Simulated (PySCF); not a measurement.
# How methods differ on the excitation energy of Te

Te [Kr] 4d10 5s2 5p4 (3P) → Te [Kr] 4d10 5s2 5p3 5d1 (5D), as a difference of total energies. Computed with PySCF 2.14 in x2c-TZVPPall with one added diffuse shell each of s, p, d, f type (9s7p5d3f, 76 functions), with the spin-free X2C one-electron Hamiltonian (Gaussian nucleus). Correlated levels: valence: [Kr] 4d10 frozen; valence and next inner shell: [Ar] 3d10 frozen. The calculations carry no spin-orbit coupling.

```
                                method  excitation energy (eV)
                                   UHF                   6.043
                                   LDA                   6.691
                                   PBE                   6.411
                                  PBE0                   6.509
                                r2SCAN                   6.614
                                 HSE06                   6.537
                               LC-wPBE                   6.845
                                 TPSSh                   6.550
                               wB97M-V                   6.751
                         MP2 (valence)                   6.455
                     SCS-MP2 (valence)                   6.598
    MP2 (valence and next inner shell)                   6.559
SCS-MP2 (valence and next inner shell)                   6.661
```

**Question.** How much does correlation contribute at MP2 (valence and next inner shell)?

**Answer.** 6.559 − (6.043) = 0.516 eV, measured against UHF.

Errors of the correlated levels include the incompleteness of this basis and the frozen core.

For comparison: 6.655 eV (measured; NIST levels, between the centres of gravity of the two terms).
